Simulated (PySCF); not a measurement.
**Electron correlation in Te⁻ (tellurium, charge -1)**

[Kr] 4d10 5s2 5p5, 2P determinant. Calculation: PySCF 2.14, in def2-QZVPPD with the def2 core potential (28 electrons); scalar relativity through the core potential. Frozen: nothing; 25 electrons correlated.

MP2 pair energies summed by pair of shells (mhartree):

| pair | energy | share (%) |
| --- | --- | --- |
| 4d-4d | -339.65 | 44.8 |
| 4d-5p | -81.92 | 10.8 |
| 5p-5p | -74.68 | 9.9 |
| 4p-4d | -73.13 | 9.7 |
| 4d-5s | -50.23 | 6.6 |
| 5s-5p | -44.02 | 5.8 |
| 4p-4p | -35.20 | 4.6 |
| 4s-4d | -21.85 | 2.9 |
| 4s-4p | -9.49 | 1.3 |
| 5s-5s | -8.07 | 1.1 |
| 4p-5p | -8.04 | 1.1 |
| 4p-5s | -6.55 | 0.9 |
| 4s-4s | -3.17 | 0.4 |
| 4s-5s | -0.84 | 0.1 |
| 4s-5p | -0.80 | 0.1 |

Total MP2 correlation energy: -757.64 mhartree.

Same-spin part -262.70 and opposite-spin part -494.93 mhartree; SCS-MP2 scales them by 1/3 and 6/5 to -681.49 mhartree.

The basis has no tight functions for the innermost shells, so their pair energies are far from complete.

This basis was not built for core-valence correlation, so the inner-shell part is incomplete.
